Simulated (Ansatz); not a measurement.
Coupled-cluster run, `O[CH2][Al]([SH])[Br]`.

```yaml
crystal:
  periodic: [false, false, false]
  atoms:
    - {symbol: O, position_ang: [-1.657485, 0.630387, 0.831828]}
    - {symbol: C, position_ang: [-0.747300, -0.288864, 0.253991]}
    - {symbol: Al, position_ang: [0.917856, 0.627990, -0.246672]}
    - {symbol: S, position_ang: [2.550463, -0.481645, -1.166419]}
    - {symbol: Br, position_ang: [1.274339, 2.821615, 0.074496]}
    - {symbol: H, position_ang: [-2.463205, 0.163808, 1.068520]}
    - {symbol: H, position_ang: [-0.494250, -1.109666, 0.944182]}
    - {symbol: H, position_ang: [-1.160538, -0.768832, -0.647635]}
    - {symbol: H, position_ang: [1.868521, -1.640994, -1.129292]}
basis:
  gaussian: {orbitals: def2-SVP}
correlation: {method: ccsd_t}
```

```sh
$ ansatz run in.yaml --threads 4 --pin off --events-out ev --progress --plain --max-ram 10444MiB
```

The program prints (abridged):

```
Functional definition: HF
1108 factors; integrals over basis functions are off by at most 1.1e-3 eV
mean field evaluation 1: about -90514.1647 eV, gradient 3.1e1 eV
mean field evaluation 2: about -90514.2201 eV, gradient 3.1e1 eV
mean field evaluation 4: about -90516.6519 eV, gradient 3.1e0 eV
mean field evaluation 8: about -90516.6898 eV, gradient 1.7e-4 eV
mean field -90516.68980593 eV, -3326.4269959518 hartree, gradient 2.7e-6 eV, S^2 0.000000; 0 other end points of the search recorded, 0 dependent functions left out
21 core orbitals not correlated: weight in the atoms' cores, before any rotation towards them, 1.000 or more for the frozen orbitals, at most 0.000 for the correlated occupied ones
reference -90516.68980593 eV, -3326.4269959518 hartree; 20, 20 occupied and 75, 75 virtual orbitals, 1108 factors
second order -20.17366701 eV of doubles, -0.00000000 eV of singles
cycle   1  -20.75820209 eV  change   -5.8e-1 eV  update   8.7e-2
cycle   2  -21.22101113 eV  change   -4.6e-1 eV  update   2.6e-2
cycle   3  -21.29057155 eV  change   -7.0e-2 eV  update   1.2e-2
cycle   4  -21.28333896 eV  change    7.2e-3 eV  update   2.8e-3
cycle   5  -21.28383965 eV  change   -5.0e-4 eV  update   1.1e-3
cycle   6  -21.28357305 eV  change    2.7e-4 eV  update   3.8e-4
cycle   7  -21.28330480 eV  change    2.7e-4 eV  update   1.3e-4
cycle   8  -21.28331536 eV  change   -1.1e-5 eV  update   4.8e-5
perturbative correction -0.52800156 eV, -0.0194036994 hartree
Total energy: -90538.50112284 eV, -3327.2285470642 hartree
```

It took 5 s on 4 threads of a server CPU on a shared host, with 0.57 GiB of host memory at the peak.

The correlation energy is -21.811 eV, 2.4 % of it from (T); the T1 diagnostic reads 0.0090.
